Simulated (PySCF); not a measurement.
**Arsenic: a sound run and one with changed settings**

Sound run: As⁺ [Ar] 3d10 4s2 4p2, As²⁺ [Ar] 3d10 4s2 4p1. Calculation: PySCF 2.14, in 6-31G* (5s4p3d, 32 functions); no relativity, point nucleus. The sound run starts from symmetry-adapted Hartree-Fock orbitals and uses a fine grid where one is needed.

A second run was set up differently.

```json
{"species": "As⁺", "method": "UHF", "sound run (hartree)": "-2233.55463", "changed run (hartree)": "-2233.55083", "converged": "no"}
{"species": "As⁺", "method": "BP86", "sound run (hartree)": "-2235.42160", "changed run (hartree)": "-2235.41049", "converged": "no"}
{"species": "As⁺", "method": "r2SCAN", "sound run (hartree)": "-2235.13555", "changed run (hartree)": "-2235.12831", "converged": "no"}
{"species": "As²⁺", "method": "UHF", "sound run (hartree)": "-2232.89181", "changed run (hartree)": "-2232.88609", "converged": "no"}
{"species": "As²⁺", "method": "BP86", "sound run (hartree)": "-2234.73343", "changed run (hartree)": "-2234.71806", "converged": "no"}
{"species": "As²⁺", "method": "r2SCAN", "sound run (hartree)": "-2234.44351", "changed run (hartree)": "-2234.43253", "converged": "no"}
```

Task: What was changed?
A. angular grid far too coarse
B. too few SCF iterations
C. a valence shell is frozen
D. basis contracted for another Hamiltonian

Result: B. It used initial guess minao, at most 2 SCF cycles. The SCF was stopped early; the energies are upper bounds that still move, and correlated levels were skipped or rest on poor orbitals.
